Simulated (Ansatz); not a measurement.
Tetramethylammonium hexafluorophosphate, `C[N+](C)(C)C.F[P-](F)(F)(F)(F)F` was relaxed with r2SCAN-D4 (def2-SVP) in Ansatz in these states: charge -1 doublet, neutral singlet. The geometries follow in no particular order.

A:

```xyz
24

C     2.657    0.419    0.290
N     1.197    0.120    0.317
C     0.917   -1.071   -0.557
C     0.433    1.319   -0.171
C     0.763   -0.189    1.718
H     2.950    0.654   -0.741
H     2.860    1.279    0.941
H     3.210   -0.460    0.645
H     1.526   -1.907   -0.189
H    -0.155   -1.292   -0.503
H     1.189   -0.815   -1.588
H     0.741    2.182    0.435
H     0.675    1.481   -1.229
H    -0.642    1.130   -0.072
H     0.972    0.686    2.348
H     1.330   -1.058    2.076
H    -0.313   -0.404    1.691
F    -1.606   -0.145   -1.757
P    -2.948   -0.300   -0.792
F    -2.731    1.265   -0.332
F    -1.900   -0.734    0.461
F    -3.898    0.149   -2.011
F    -4.192   -0.445    0.223
F    -3.038   -1.863   -1.204
```

B:

```
atom    x (Å)    y (Å)    z (Å)
  C1   1.9672  -0.5899   1.9694
  N2   0.9088  -0.2766   0.9124
  C3   1.5618  -0.1135  -0.4274
  C4   0.1952   0.9923   1.2708
  C5  -0.0847  -1.3976   0.8417
  H6   2.6532   0.2932   1.9482
  H7   1.3889  -0.6936   2.9213
  H8   2.4402  -1.5410   1.6193
  H9   2.0781  -1.0750  -0.6331
 H10   0.7760   0.1093  -1.1632
 H11   2.2864   0.7203  -0.3136
 H12  -0.2608   0.8131   2.2676
 H13   0.9778   1.7787   1.3175
 H14  -0.5567   1.1905   0.4937
 H15  -0.5266  -1.4769   1.8575
 H16   0.5001  -2.3051   0.5807
 H17  -0.8302  -1.1417   0.0753
 F18  -0.9114   1.6077  -1.8707
 P19  -2.2233   0.6774  -2.2324
 F20  -2.4932   0.4781  -0.6179
 F21  -1.2517  -0.6547  -2.2062
 F22  -3.1652   2.0038  -2.2286
 F23  -3.5085  -0.2644  -2.5622
 F24  -1.9214   0.8657  -3.8200
```

Task: Judge from the bond lengths which geometry belongs to which state (an estimate).

Result: A is the neutral singlet (P19–F21 1.690 Å, C1–N2 1.490 Å, C1–H7 1.098 Å); B is the charge -1 doublet (P19–F21 1.649 Å, C1–N2 1.528 Å, C1–H7 1.119 Å).

At r2SCAN-D4/def2-SVP the highest occupied level of the relaxed charge -1 doublet lies above zero (up to 2.78 eV). By energy differences it is unbound by 0.58 eV (each at its own geometry, against the charge 0 singlet, at PBE0-D4/def2-TZVP) and held by the finite basis.
